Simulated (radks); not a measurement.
Effect of the nuclear size on neutral chromium, [Ar] 3d5 4s1. Calculated with a radial shooting solver on a logarithmic mesh with Libxc functionals: Dirac Kohn-Sham, relativistic LDA (MacDonald-Vosko exchange, VWN5 correlation), spin-unpolarised, spherical densities, finite nucleus; open shells are shared between the two j in proportion to 2j + 1; Fermi nuclear charge, rms radius 3.6452 fm. The rms radius is varied about that value; shifts are against it.

rms radius (fm)  total energy shift (eV)  density at nucleus (e/bohr^3)  1s1/2 shift (meV)  2s1/2 shift (meV)
3.1604                           -0.0182                      1.138e+04              -7.68             -0.671
3.4374                          -0.00809                      1.135e+04              -3.42             -0.299
3.6452                                 0                      1.132e+04              0.000              0.000
3.8238                           0.00732                      1.131e+04               3.09              0.271
4.1774                            0.0228                      1.127e+04               9.64              0.843

Slopes of the eigenvalues against <r^2> in GHz/fm^2, as finite differences over the two radii next to the reference (eigenvalue slopes, not the field-shift constants of lines): 1s1/2 561, 2s1/2 49.1.
